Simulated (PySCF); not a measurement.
C₅H₄O₂, SMILES C1(OC=CC1=O)=C.

The structure is a stationary point at B3LYP-D3(BJ)/def2-SVP.

Two levels are set side by side: TDDFT-PBE/def2-SVPD (PySCF) and TDDFT-PBE0/def2-SVPD (PySCF). Vertical, same geometry. The lowest singlet is HOMO→LUMO 100 % with PBE and HOMO−1→LUMO 99 % with the other functional; states are paired by order. Differences are taken from unrounded values.

```tsv
quantity	TDDFT-PBE0
lowest singlet excitation (eV)	3.37
lowest triplet excitation (TDA) (eV)	2.68
first bright state (f over 0.05) (eV)	4.27
its oscillator strength	0.10
```

Task: What does TDDFT-PBE give, and how far is it from TDDFT-PBE0? (Estimate from the structure and the level; the computed values follow.)

Result: 
```csv
quantity,TDDFT-PBE,TDDFT-PBE minus TDDFT-PBE0
lowest singlet excitation (eV),2.83,-0.53
lowest triplet excitation (TDA) (eV),2.46,-0.22
first bright state (f over 0.05) (eV),3.81,-0.46
its oscillator strength,0.06,-0.04
```

Functionals without exact exchange tend to place singlet excitations lower, as here. Differences between two approximate levels are no errors against the true value.

Rough cost on one machine, each run with all the roots and properties that it gave: TDDFT-PBE0 against TDDFT-PBE about 4 times.
